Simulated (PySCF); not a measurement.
`[F][PbH2][CH2][SiH3]`. Method used: PBE0-D3(BJ)/def2-SVP geometry optimisation, gas phase, def2 core potentials past Kr in PySCF.

```
atom  x, y, z in Å
F1     1.4489    1.5149    0.7874
Pb2    1.7476   -0.2116   -0.3001
C3    -0.3973   -0.7436   -0.5008
Si4   -1.4812    0.4553    0.4797
H5     2.5701    0.3765   -1.7390
H6     2.7199   -1.1921    0.7889
H7    -0.5200   -1.7782   -0.1459
H8    -0.6434   -0.7125   -1.5732
H9    -1.1062    0.4546    1.9213
H10   -2.8982   -0.0200    0.3656
H11   -1.4002    1.8279   -0.0919
```

Problem. Give the dihedral angles H6–Pb2–C3–Si4, H5–Pb2–C3–H7, H5–Pb2–C3–H8, H5–Pb2–C3–Si4, Pb2–C3–Si4–H10.

Solution. H6–Pb2–C3–Si4 103° (anticlinal); H5–Pb2–C3–H7 125° (anticlinal); H5–Pb2–C3–H8 9° (synperiplanar); H5–Pb2–C3–Si4 -112° (anticlinal); Pb2–C3–Si4–H10 -176° (antiperiplanar). Dihedral signs follow IUPAC: positive where, seen along the central bond, the front bond turns clockwise onto the rear one.

Problem. How far are the heavy atoms from their best plane (unweighted least squares)?

Solution. 0.032 Å rms; F1 0.02, Pb2 0.04, C3 0.04, Si4 0.03 Å (magnitudes).

Problem. What is the longest distance between nuclei?

Solution. H5···H10, 5.87 Å; the next longest distance is 5.75 Å.

Problem. Where is the centre of mass (commonest isotopes), and what is the radius of gyration?

Solution. Mass 274.007 u; centre at (1.254, -0.045, -0.148) Å; Rg = √(Σ m r²/M) = 1.284 Å. As Ia + Ib + Ic = 2 Σ m r², the three principal moments sum to 903.7 u·Å².

Problem. What are the angles C3–Pb2–H6, F1–Pb2–H6, F1–Pb2–C3, Pb2–C3–H7, Si4–C3–H7, H10–Si4–H11, C3–Si4–H9, H9–Si4–H11?

Solution. From the scalar product of the two bond vectors; for C3–Pb2–H6 it is -1.7824 Å² over 2.2190 × 1.7586 Å², cos θ = -0.4568. C3–Pb2–H6 117.2°; F1–Pb2–H6 102.7°; F1–Pb2–C3 96.2°; Pb2–C3–H7 107.7°; Si4–C3–H7 111.4°; H10–Si4–H11 108.3°; C3–Si4–H9 110.9°; H9–Si4–H11 111.0°.

Problem. How far apart are these pairs, which share no bond: Pb2···Si4, Pb2···H7, Si4···H6, H5···H11, H6···H9, H10···H11?

Solution. Pb2···Si4 3.388 Å (2 bonds apart); Pb2···H7 2.760 Å (2 bonds apart); Si4···H6 4.523 Å (3 bonds apart); H5···H11 4.537 Å (4 bonds apart); H6···H9 4.317 Å (4 bonds apart); H10···H11 2.422 Å (2 bonds apart).

Problem. What is the repulsion energy of the bare nuclei, Σ ZA·ZB/RAB?

Solution. 701.44 Eh over 55 pairs, with full nuclear charges and distances in bohr; the largest single term is 189.38 Eh (F1 with Pb2).

No frequency check. One conformer, not necessarily the lowest.
